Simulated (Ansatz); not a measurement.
Program: Ansatz. Geometries: PBE0-D4/def2-TZVP. ΔE: electronic, gas phase. CBS: MP2 limit from def2 TZ/QZ plus the TZ coupled-cluster correction, frozen cores. This one scheme is used for every species. Functionals use def2-TZVPP. HSE06 is defined as in plane-wave codes. def2 core potentials past Kr. For In outer-core shells are correlated without core-valence functions, which leaves a few kJ/mol of doubt a bond. Each species was taken in one conformer, which may not be the lowest.

Consider the hydrogenolysis of the In–B bond: `CB[BH][InH][NH2]` + H₂ → `[NH2][InH2]` + `BBC`.

`CB[BH][InH][NH2]`:

```xyz
13

C    -0.434    0.911   -1.951
B     0.822    0.204   -1.332
B     0.935   -1.125   -0.448
In    0.677   -0.570    1.736
N    -1.220   -0.283    2.364
H    -1.388    0.408   -1.791
H    -0.268    0.992   -3.033
H    -0.517    1.945   -1.598
H     1.880    0.791   -1.424
H     1.184   -2.273   -0.666
H     1.824   -0.284    2.989
H    -2.031   -0.512    1.814
H    -1.462   -0.205    3.339
```

H₂:

```xyz
2

H     0.036   -0.371   -0.019
H    -0.036    0.371    0.019
```

`[NH2][InH2]`:

Z-matrix (Å, degrees):
```
N
In 1 2.007
H 1 1.006 2 124.3
H 1 1.006 2 124.3 3 -179.6
H 2 1.712 1 115.0 3 -0.2
H 2 1.712 1 115.0 3 179.8
```

`BBC`:

```xyz
9

B    -0.804    0.146    1.393
B    -0.401    0.290   -0.188
C     0.872   -0.260   -0.911
H    -1.439   -0.782    1.814
H    -0.517    0.987    2.202
H    -1.202    0.868   -0.886
H     1.656   -0.665   -0.269
H     0.529   -1.069   -1.572
H     1.305    0.487   -1.583
```

(1) Is it downhill or uphill in electronic energy at CCSD(T)/CBS, and by how much? (Best estimate.)

(2) What do these levels give: revPBE-D4, BLYP-D4, r2SCAN-D4, B97M-V, HSE06-D4, CAM-B3LYP-D4, ωB97X-V, PBE-QIDH, BLYP, r2SCAN0, RPA@PBE/def2-TZVPP, MP2/def2-QZVPP? (Best estimate.)

Largest T1 diagnostic among the species: 0.016.

## Answers

(1) Computed: Nearly level: ΔE = +2.5 kJ/mol.

(2) Ansatz gave: revPBE-D4 11.9, BLYP-D4 5.1, r2SCAN-D4 4.0, B97M-V -11.3, HSE06-D4 1.5, CAM-B3LYP-D4 -13.7, ωB97X-V -12.1, PBE-QIDH -4.5, BLYP -6.3, r2SCAN0 -5.3, RPA@PBE/def2-TZVPP -1.4, MP2/def2-QZVPP 7.6 kJ/mol.

At CCSD(T), def2-SVP lies −15.0 kJ/mol from the extrapolated value and def2-TZVPP −3.9 kJ/mol. From BLYP to BHLYP (50 % exact exchange), in def2-TZVPP and without D4, ΔE moves by −17.5 kJ/mol.
